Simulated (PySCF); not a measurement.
# ECD: `C=C1C[C@H](C)[C@H](Cl)[SiH2]1`, C$_{6}$H$_{11}$ClSi

Cartesian coordinates in Å; atom numbers follow the order of the lines, from 1:
```xyz
19

C    -2.4109   -1.0648    0.9826
C    -1.4040   -0.4063    0.4271
C     0.0358   -0.6072    0.8240
C     0.9346   -0.2220   -0.3554
C     2.4112   -0.1908    0.0211
C     0.4135    1.0971   -0.9207
Cl    0.7985    2.4587    0.1831
Si   -1.4925    0.8954   -0.9372
H    -3.4318   -0.8879    0.6887
H    -2.2614   -1.8026    1.7574
H     0.2245   -1.6331    1.1449
H     0.2616    0.0539    1.6661
H     0.7905   -0.9641   -1.1519
H     2.7333   -1.1697    0.3701
H     3.0173    0.0866   -0.8390
H     2.5858    0.5336    0.8129
H     0.8984    1.3435   -1.8637
H    -1.9373    0.3525   -2.2246
H    -2.1768    2.1363   -0.5931
```

Method used: TDDFT BHandHLYP/def2-SVPD circular dichroism and optical rotation, one conformer, gas phase (PySCF). Geometry: GFN2-xTB.

(1) Assign R or S to each stereocentre.

(2) Which excitations and rotatory strengths does the calculation give?

## Answers

(1) C4 S, C6 S.

(2) Rotatory strengths R in 10⁻⁴⁰ esu² cm², velocity form and length form (origin at the centre of mass); f in length form.
| state | E (eV) | λ (nm) | f | R (velocity) | R (length) | main |
| --- | --- | --- | --- | --- | --- | --- |
| 1 | 6.46 | 192 | 0.020 | +51.6 | +53.3 | HOMO−1→LUMO 0.42, HOMO→LUMO 0.26 |
| 2 | 6.73 | 184 | 0.321 | -64.6 | -64.8 | HOMO→LUMO 0.68, HOMO−1→LUMO 0.20 |
| 3 | 6.95 | 178 | 0.045 | +57.4 | +53.1 | HOMO→LUMO+1 0.41, HOMO→LUMO+2 0.26 |
| 4 | 7.02 | 177 | 0.029 | +13.1 | +13.4 | HOMO−3→LUMO 0.18, HOMO−1→LUMO+3 0.15 |
| 5 | 7.40 | 168 | 0.007 | +3.6 | +5.8 | HOMO→LUMO+2 0.36, HOMO→LUMO+1 0.23 |
| 6 | 7.49 | 166 | 0.006 | +19.7 | +18.0 | HOMO−2→LUMO 0.35, HOMO−2→LUMO+3 0.21 |
| 7 | 7.52 | 165 | 0.012 | +3.6 | +3.1 | HOMO−1→LUMO+1 0.38, HOMO−3→LUMO 0.12 |
| 8 | 7.74 | 160 | 0.008 | +10.3 | +9.9 | HOMO−1→LUMO+1 0.20, HOMO−3→LUMO 0.18 |
| 9 | 7.92 | 157 | 0.009 | -6.5 | -5.4 | HOMO→LUMO+4 0.35, HOMO−1→LUMO+2 0.20 |
| 10 | 8.09 | 153 | 0.030 | -60.7 | -61.2 | HOMO−1→LUMO+2 0.38, HOMO−1→LUMO+4 0.13 |
| 11 | 8.17 | 152 | 0.013 | -24.8 | -24.3 | HOMO→LUMO+3 0.41, HOMO−3→LUMO+1 0.16 |
| 12 | 8.23 | 151 | 0.010 | -19.9 | -19.9 | HOMO−2→LUMO 0.35, HOMO−2→LUMO+1 0.24 |

Among the states computed, the strongest CD band (largest |R|) is state 2. The largest dissymmetry factor in size, g = 4R/(D+G), with D and G the electric and magnetic dipole strengths, is +0.032 for state 6 (velocity form, f = 0.007), among bands with |R| over 0.5. The mirror image has the same energies and oscillator strengths and all R with the opposite sign.
